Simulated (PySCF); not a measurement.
GaH4P. Atoms are numbered in the order given.

```xyz
6

Ga     0.7585    -0.0065     0.0000
H      1.5202     0.0237    -1.3636
H      1.5202     0.0237     1.3636
P     -1.5393     0.1189     0.0000
H     -1.7323    -0.8152    -1.0498
H     -1.7323    -0.8152     1.0498
```
Charge 0, spin multiplicity 1.

Coordinates come from a r2SCAN-D4/def2-TZVP optimisation.

All values below come from CAM-B3LYP/def2-TZVPD (PySCF).

Symmetry labels are those of the subgroup Cs that the program uses (full group Cs).

**Question.** List the valence orbital energies around the gap with their symmetry. (The exact figures need the calculation; the answer reports its results.)

**Answer.** 
```tsv
orbital	symmetry	energy (eV)
HOMO−7	A"	-24.77
HOMO−6	A'	-24.76
HOMO−5	A'	-19.35
HOMO−4	A'	-14.06
HOMO−3	A"	-12.39
HOMO−2	A'	-10.25
HOMO−1	A"	-10.06
HOMO	A'	-8.48
LUMO	A'	-0.84
LUMO+1	A'	0.66
LUMO+2	A'	0.88
LUMO+3	A"	1.30
```
